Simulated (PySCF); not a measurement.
ClH3OS2Si, SMILES O[Si](S)(S)Cl.

Coordinates come from a B3LYP-D3(BJ)/def2-SVP optimisation. This is a generated structure with no PubChem entry under its InChIKey; it may be hypothetical. One conformer was computed; it need not be the lowest.

These are SMD-ωB97X/def2-SVP in PySCF values and carry that method's errors.

Solvation free energies are E(SMD) − E(gas) at the gas-phase geometry, for 1 M in both phases. In vacuum the dipole moment is 2.12 D.

```tsv
solvent	ΔG(solv) (kcal/mol)	its non-electrostatic (CDS) part	dipole (D)
water	-6.2	1.6	2.71
ethanol	-9.7	-2.4	2.70
chlorobenzene	-7.3	-3.5	2.55
```
